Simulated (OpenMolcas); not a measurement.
**P I: effect of the level shift or regulariser**

| Item | Value |
| --- | --- |
| Program | OpenMolcas 26.06 |
| Basis | ANO-RCC-VTZP [5s4p2d1f] |
| Scalar Hamiltonian | DKH2, point nucleus |
| Active space | 3 electrons in 3 orbitals (3p) |
| State averaging | 2S+1 = 4 odd, 1 root; 2S+1 = 2 odd, 8 roots |
| Spin-orbit coupling | state interaction with AMFI integrals over the reference wave functions, term energies averaged over their components |

Methods on the same reference wave functions:
A. CASSCF
B. SS-CASPT2, IPEA 0.25 Eh, imaginary shift 0.1 Eh (closed shells correlated: 2s 2p 3s)
C. SS-CASPT2, IPEA 0.25 Eh, real shift 0.2 Eh (closed shells correlated: 2s 2p 3s)
D. SS-CASPT2, IPEA 0.25 Eh, sigma2 regulariser 0.3 Eh (closed shells correlated: 2s 2p 3s)

Energies in cm⁻¹ above 3s² 3p³ ⁴S°_3/2, the measured ground level; measured values from NIST Handbook of Basic Atomic Spectroscopic Data.

| Level | A | B | C | D | Measured |
| --- | --- | --- | --- | --- | --- |
| 3s² 3p³ ⁴S°_3/2 | 0.0 | 0.0 | 0.0 | 0.0 | 0.0 |
| 3s² 3p³ ²D°_3/2 | 15378 | 12020 | 12100 | 12020 | 11361 |
| 3s² 3p³ ²D°_5/2 | 15384 | 12030 | 12110 | 12030 | 11377 |
| 3s² 3p³ ²P°_1/2 | 25426 | 20290 | 20410 | 20300 | 18723 |
| 3s² 3p³ ²P°_3/2 | 25435 | 20300 | 20420 | 20310 | 18748 |

Deviations, from unrounded energies. A percentage is the sum of absolute deviations over the sum of measured energies, with the sign that they share, or ± where signs differ.

```csv
Against measurement,Levels,A,B,C,D
mean absolute deviation (cm-1),4,5400,1100,1200,1100
other terms of the ground configuration (%),4,+35.6,+7.4,+8.0,+7.4
```

B, D lie about equally close to measurement and A furthest from it. The largest miss of B in the table is 3s² 3p³ ²P°_1/2, by +1600 cm-1. The ranking rests on the paired levels alone, and a cruder setting can come out closer through cancelling errors.

Among B to D the level of the table that moves most is 3s² 3p³ ²P°_1/2, by 110 cm-1 (lowest in B, highest in C). Moves below CASPT2's spread within the term are not significant.

The mean deviations of B to D differ by less than CASPT2's widest spread within a term (190 cm-1), so their order carries little weight.

From A to B the spin-free energies of the other terms of 3s² 3p³ shown, above ⁴S°, scale by factors of 0.78 to 0.80.

The lowest spin-free term lies below A's lowest term by 0.100 hartree in B, 0.099 hartree in C, 0.100 hartree in D.

Term energies are means over components that CASPT2 splits; among the terms shown or strongly mixed into the levels shown the widest spread is 190 cm-1 (3s² 3p³ ²D°, D). With the s shell closed, the reference lacks s² → p² mixing. Without dynamic correlation excited terms often stand tens of per cent too high (terms of higher spin than the ground term too low), and those without a measured partner can miss by more than the paired ones (holds for A). Computed and measured levels are paired by configuration, term and J; levels that our copy of the source lacks, or whose pairing is in doubt (as where it misses far off the trend of its configuration), stay unpaired and out of the deviations. Only configurations of the active space appear.

° marks odd parity.
